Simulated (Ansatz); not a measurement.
Geometry optimisation, Ansatz 0.2.0, RKS B3LYP-D4/def2-SVP.

The input (input.yaml):

```yaml
crystal:
  periodic: [false, false, false]
  atoms:
    - { symbol: C, position_ang: [-0.9369, 0.6169, -0.5889] }
    - { symbol: O, position_ang: [0.3703, 0.3223, -0.7371] }
    - { symbol: Ga, position_ang: [1.25451, 1.90568, -0.94461] }
    - { symbol: H, position_ang: [-1.2548, 1.1834, -1.5293] }
    - { symbol: H, position_ang: [-1.6223, -0.2465, -0.4669] }
    - { symbol: H, position_ang: [-1.1301, 1.3903, 0.2397] }
    - { symbol: H, position_ang: [0.69619, -0.02397, 0.12771] }
    - { symbol: H, position_ang: [1.08791, 2.82561, 0.3058] }
    - { symbol: H, position_ang: [0.74185, 2.69606, -2.31174] }
    - { symbol: H, position_ang: [2.85935, 1.62469, -1.14353] }
basis:
  gaussian: { orbitals: def2-SVP }
hamiltonian:
  xc: b3lyp
  dispersion: d4
relax:
  f_tol: 0.015
  max_steps: 40
```

Run as:

```bash
$ ansatz run input.yaml --threads 2 --pin off --max-ram 3072MiB --backend cpu --events-out ev --progress --plain --runs-dir out
```

Task: Where does it end, and by what steps?

Result: The forces met the threshold. The force dipped under the threshold on the way, but the program's further checks kept it going. After 15 steps the energy has fallen by 1.318 eV; Ga3 moved furthest, 0.44 Å.

```tsv
step	energy less start (eV)	largest force component (eV/Å)	accepted
0	0.0000	5.099	yes
1	-0.9961	2.110	yes
2	-1.2830	0.550	yes
3	-1.2262	1.223	no
4	-1.3118	0.118	yes
5	-1.3146	0.141	yes
6	-1.3160	0.059	yes
7	-1.3169	0.012	yes
8	-1.3174	0.067	yes
9	-1.3175	0.037	yes
10	-1.3180	0.029	yes
11	-1.3180	0.015	yes
12	-1.3181	0.015	yes
13	-1.3181	0.023	yes
14	-1.3182	0.019	yes
15	-1.3182	0.011	yes
```

```xyz
10
Properties=species:S:1:pos:R:3
C -1.085 0.619 -0.515
O 0.316 0.463 -0.754
Ga 1.538 2.218 -1.058
H -1.475 1.247 -1.326
H -1.589 -0.359 -0.543
H -1.277 1.119 0.449
H 0.714 -0.118 -0.090
H 1.034 3.031 0.209
H 0.974 2.626 -2.475
H 2.916 1.448 -0.945
```

Whether the end is a true minimum wasn't checked by a vibrational analysis.

Run time: 39 s on 2 threads of Intel(R) Xeon(R) Platinum 8488C (Sapphire Rapids) (shared host), peak memory 0.22 GiB.
